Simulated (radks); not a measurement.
Al V, 9 electrons, occupied as [He] 2s1.75 2p5 3p0.25 (fractional occupations, a model configuration). All-electron calculation, Dirac Kohn-Sham, PBEsol, spin-unpolarised, spherical densities, finite nucleus; open shells fill j = l - 1/2 first; Fermi nuclear charge, rms radius 3.061 fm. Program: a radial shooting solver on a logarithmic mesh with Libxc functionals.

Spin-orbit splittings of the eigenvalues, e(l+1/2) - e(l-1/2), with zeta = 2 splitting/(2l+1) and mean radii in bohr:

| shell | occ. | splitting (eV) | zeta (eV) | <r> j=l-1/2 | <r> j=l+1/2 |
|---|---|---|---|---|---|
| 2p | 5 | 0.4993 | 0.3329 | 0.5596 | 0.5615 |
| 3p | 0.25 | 0.06759 | 0.04506 | 1.929 | 1.933 |
| 3d | 0 | ? | ? | 2.087 | 2.087 |

Estimate the 3d splitting.

Answer. 0.004814 eV (zeta = 0.001926 eV).
